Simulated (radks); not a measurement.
Polarisability of the argon ion Ar+, [Ne] 3s2 3p5, at imaginary frequency. Calculated with a radial shooting solver on a logarithmic mesh with Libxc functionals: scalar-relativistic Kohn-Sham, LDA (Slater exchange, VWN5 correlation), spin-unpolarised, spherical densities, finite nucleus; Fermi nuclear charge, rms radius 3.4274 fm. Response by self-consistent Sternheimer equations with the Hartree and adiabatic LDA kernel, the relativistic mass of each level held fixed and spin-orbit coupling left out.

| w (hartree) | alpha1(iw) (bohr^3) |
|---|---|
| 0.00266 | 7.101 |
| 0.0143 | 7.099 |
| 0.0360 | 7.087 |
| 0.0697 | 7.048 |
| 0.118 | 6.951 |
| 0.186 | 6.742 |
| 0.280 | 6.340 |
| 0.413 | 5.652 |
| 0.605 | 4.626 |
| 0.892 | 3.349 |
| 1.35 | 2.075 |
| 2.12 | 1.076 |
| 3.59 | 0.4608 |
| 6.94 | 0.1577 |
| 17.5 | 0.03558 |

Static values: alpha1 = 7.101 bohr^3 (1.052 angstrom^3; uncoupled 11.10). C6 = 32.12, triple-dipole C9 = 167.6 atomic units. One-pole (London) frequency 4 C6 / (3 alpha1^2) = 0.849 hartree, against 0.816 for minus the highest occupied eigenvalue.
